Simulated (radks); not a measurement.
Values are calculated unless marked as measured or tabulated.
Valence configurations of Tl. Level of theory: scalar-relativistic Kohn-Sham, SCAN, spin-polarised, spherical densities, finite nucleus; open shells are filled with parallel spins first (spin-orbit coupling, left out, can overturn this in heavy ions); meta-GGA in the generalised Kohn-Sham scheme; Fermi nuclear charge, rms radius 5.4759 fm (a radial shooting solver on a logarithmic mesh with Libxc functionals). Energies are relative to [Hg] 6p1; eigenvalues in eV for spin up.

valence                     E (eV)  moment (Bohr magnetons)    e(4f)    e(5d)   e(6p)    e(6s)
[Hg] 6p1                     0.000                        1  -115.24  -15.823  -2.767  -10.236
[Xe] 4f14 5d9 6s2 6p2       14.203                        3  -121.02  -20.522  -4.170  -12.550
[Xe] 4f12 5d10 6s2 6p3      257.53                        5  -154.44  -27.835  -5.539  -15.152
[Xe] 4f14 5d10 6s1.5 6p1.5   3.298                        2  -116.15  -16.777  -3.299  -10.868
[Xe] 4f13 5d10 6s2 6p2      120.62                        3  -134.52  -21.778  -4.178  -12.683
[Xe] 4f14 5d10 6s1 6p2       6.120                        3  -116.80  -17.477  -3.935  -11.714
[Xe] 4f12 5d10 6p5          279.19                        3  -158.07  -31.209  -6.388        -
[Xe] 4f13 5d10 6s1 6p3      126.89                        5  -135.83  -23.123  -5.223  -14.160
[Xe] 4f14 5d8 6s2 6p3       30.465                        5  -126.70  -24.986  -5.487  -14.821

NIST lists [Hg] 6p1 as the ground configuration; this level of theory agrees among the configurations tried. The energies are those of spherical high-spin densities, not of single terms.
